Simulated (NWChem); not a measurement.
System: C₂H₆BClS; SMILES CSB(C)Cl

Here is an NWChem input.

```
start job
memory heap 200 mb stack 900 mb global 1100 mb
geometry units angstroms
  B      0.223797     0.288697     0.286026
  Cl    -0.013070    -0.207156     1.922322
  C      1.102409     1.564048    -0.043505
  H      1.951859     1.315082    -0.679462
  H      1.494348     2.032331     0.855505
  H      0.530167     2.319989    -0.580893
  S     -0.564999    -0.703472    -0.975562
  C     -0.088952     0.122507    -2.535076
  H     -0.464281     1.140199    -2.539681
  H     -0.546189    -0.447244    -3.336389
  H      0.990273     0.112063    -2.640529
end
basis spherical
  * library def2-svp
end
dft
  xc xpbe96 cpbe96
  disp vdw 4
  iterations 150
end
driver
  maxiter 120
end
task dft optimize
task dft freq
```

Excerpt of the output:

```
             Northwest Computational Chemistry Package (NWChem) 7.3.0
             --------------------------------------------------------

 CS  symmetry detected

                             Geometry "geometry" -> ""
                             -------------------------

 Output coordinates in angstroms (scale by  1.889725989 to convert to a.u.)

  No.       Tag          Charge          X              Y              Z
 ---- ---------------- ---------- -------------- -------------- --------------
    1 B                    5.0000     0.26793812     0.41293301     0.00000000
    2 Cl                  17.0000    -0.39405190     2.00705031     0.00000000
    3 C                    6.0000     1.83678195     0.19892611     0.00000000
    4 H                    1.0000     2.16667720    -0.36571601     0.87188905
    5 H                    1.0000     2.37678184     1.14207139     0.00000000
    6 H                    1.0000     2.16667720    -0.36571601    -0.87188905
    7 S                   16.0000    -0.90011043    -0.94126982     0.00000000
    8 C                    6.0000     0.16266817    -2.42836348     0.00000000
    9 H                    1.0000     0.77947148    -2.43765665    -0.89204278
   10 H                    1.0000    -0.50482135    -3.28290515     0.00000000
   11 H                    1.0000     0.77947148    -2.43765665     0.89204278

 Effective nuclear repulsion energy (a.u.)     259.4721474652

      Symmetry information
      --------------------

 Group name             Cs
 Group number              2
 Group order               2
 No. of unique centers     9

                                Z-matrix (autoz)
                                --------

 Units are Angstrom for bonds and degrees for angles

      Type          Name      I     J     K     L     M      Value
      ----------- --------  ----- ----- ----- ----- ----- ----------
    1 Stretch                  1     2                       1.72611
    2 Stretch                  1     3                       1.58337
    3 Stretch                  1     7                       1.78835
    4 Stretch                  3     4                       1.08988
    5 Stretch                  3     5                       1.08679
    6 Stretch                  3     6                       1.08988
    7 Stretch                  7     8                       1.82783
    8 Stretch                  8     9                       1.08456
    9 Stretch                  8    10                       1.08434
   10 Stretch                  8    11                       1.08456
   11 Bend                     1     3     4               111.71156
   12 Bend                     1     3     5               112.02558
   13 Bend                     1     3     6               111.71156
   14 Bend                     1     7     8               103.66886
   15 Bend                     2     1     3               120.31948
   16 Bend                     2     1     7               116.66938
   17 Bend                     3     1     7               123.01114
   18 Bend                     4     3     5               107.40958
   19 Bend                     4     3     6               106.25735
   20 Bend                     5     3     6               107.40958
   21 Bend                     7     8     9               109.73351
   22 Bend                     7     8    10               106.45413
   23 Bend                     7     8    11               109.73351
   24 Bend                     9     8    10               110.08002
   25 Bend                     9     8    11               110.67005
   26 Bend                    10     8    11               110.08002
   27 Torsion                  1     7     8     9         -60.90419
   28 Torsion                  1     7     8    10         180.00000
   29 Torsion                  1     7     8    11          60.90419
   30 Torsion                  2     1     3     4         120.56293
   31 Torsion                  2     1     3     5           0.00000
   32 Torsion                  2     1     3     6        -120.56293
   33 Torsion                  2     1     7     8         180.00000
   34 Torsion                  3     1     7     8           0.00000
   35 Torsion                  4     3     1     7         -59.43707
   36 Torsion                  5     3     1     7         180.00000
   37 Torsion                  6     3     1     7          59.43707

  pbe96 is a nonlocal functional; adding pw91lda local functional.

                           NWChem Geometry Optimization
                           ----------------------------

 maximum gradient threshold         (gmax) =   0.000450
 rms gradient threshold             (grms) =   0.000300
 maximum cartesian step threshold   (xmax) =   0.001800
 rms cartesian step threshold       (xrms) =   0.001200
 fixed trust radius                (trust) =   0.300000
 source of zmatrix                         =   autoz

          -------------------
          Energy Minimization
          -------------------

 Using diagonal initial Hessian
 Scaling for Hessian diagonals: bonds = 1.00  angles = 0.25  torsions = 0.10

          --------
          Step   0

                                 NWChem DFT Module
                                 -----------------

[...]

      ----------------------
      Optimization converged
      ----------------------

  Step       Energy      Delta E   Gmax     Grms     Xrms     Xmax
  ---- ---------------- -------- -------- -------- -------- --------
@    4    -962.29374527 -9.0D-07  0.00019  0.00005  0.00048  0.00120
                                     ok       ok       ok       ok

                                Z-matrix (autoz)
                                --------

 Units are Angstrom for bonds and degrees for angles

[...]

 Rotational Constants
 --------------------
 A=   0.178608 cm-1  (  0.256971 K)
 B=   0.061646 cm-1  (  0.088694 K)
 C=   0.046649 cm-1  (  0.067116 K)

 Temperature                      =   298.15K
 frequency scaling parameter      =   1.0000

 Zero-Point correction to Energy  =   49.395 kcal/mol  (  0.078717 au)
 Thermal correction to Energy     =   54.128 kcal/mol  (  0.086259 au)
 Thermal correction to Enthalpy   =   54.720 kcal/mol  (  0.087202 au)

 Total Entropy                    =   86.740 cal/mol-K
   - Translational                =   39.929 cal/mol-K (mol. weight = 107.9972)
   - Rotational                   =   27.531 cal/mol-K (symmetry #  =        1)
   - Vibrational                  =   19.281 cal/mol-K

 Cv (constant volume heat capacity) =   24.285 cal/mol-K
   - Translational                  =    2.979 cal/mol-K
   - Rotational                     =    2.979 cal/mol-K
   - Vibrational                    =   18.326 cal/mol-K

[normal modes left out]

 ----------------------------------------------------------------------------
 Normal Eigenvalue ||           Projected Infra Red Intensities
  Mode   [cm**-1]  || [atomic units] [(debye/angs)**2] [(KM/mol)] [arbitrary]
 ------ ---------- || -------------- ----------------- ---------- -----------
    1       -0.000 ||    0.000001           0.000         0.001       0.001
    2       -0.000 ||    0.000686           0.016         0.669       0.448
    3        0.000 ||    0.000848           0.020         0.827       0.554
    4        0.000 ||    0.000161           0.004         0.157       0.105
    5        0.000 ||    0.000740           0.017         0.722       0.484
    6        0.000 ||    0.000365           0.008         0.355       0.238
    7       45.519 ||    0.000816           0.019         0.796       0.533
    8      112.031 ||    0.000745           0.017         0.726       0.486
    9      137.725 ||    0.000040           0.001         0.039       0.026
   10      184.102 ||    0.000439           0.010         0.428       0.287
   11      266.030 ||    0.000695           0.016         0.677       0.454
   12      304.352 ||    0.001497           0.035         1.459       0.978
   13      379.112 ||    0.000026           0.001         0.025       0.017
   14      537.036 ||    0.004868           0.112         4.745       3.179
   15      702.468 ||    0.002058           0.047         2.006       1.344
   16      749.110 ||    0.036841           0.850        35.914      24.061
   17      808.144 ||    0.008101           0.187         7.898       5.291
   18      920.133 ||    0.004263           0.098         4.156       2.784
   19      938.835 ||    0.014495           0.334        14.131       9.467
   20      996.981 ||    0.227158           5.241       221.445     148.361
   21     1085.293 ||    0.067007           1.546        65.322      43.763
   22     1271.759 ||    0.066654           1.538        64.977      43.533
   23     1282.757 ||    0.003291           0.076         3.209       2.150
   24     1372.907 ||    0.004678           0.108         4.560       3.055
   25     1381.483 ||    0.001889           0.044         1.841       1.233
   26     1399.307 ||    0.008607           0.199         8.390       5.621
   27     1404.556 ||    0.018059           0.417        17.604      11.794
   28     2967.981 ||    0.001253           0.029         1.222       0.819
   29     2989.535 ||    0.014327           0.331        13.967       9.358
   30     3041.101 ||    0.003343           0.077         3.259       2.183
   31     3087.464 ||    0.005797           0.134         5.651       3.786
   32     3097.442 ||    0.003221           0.074         3.140       2.104
   33     3105.899 ||    0.002300           0.053         2.242       1.502
 ----------------------------------------------------------------------------
```

Level: PBE-D3(BJ)/def2-SVP.
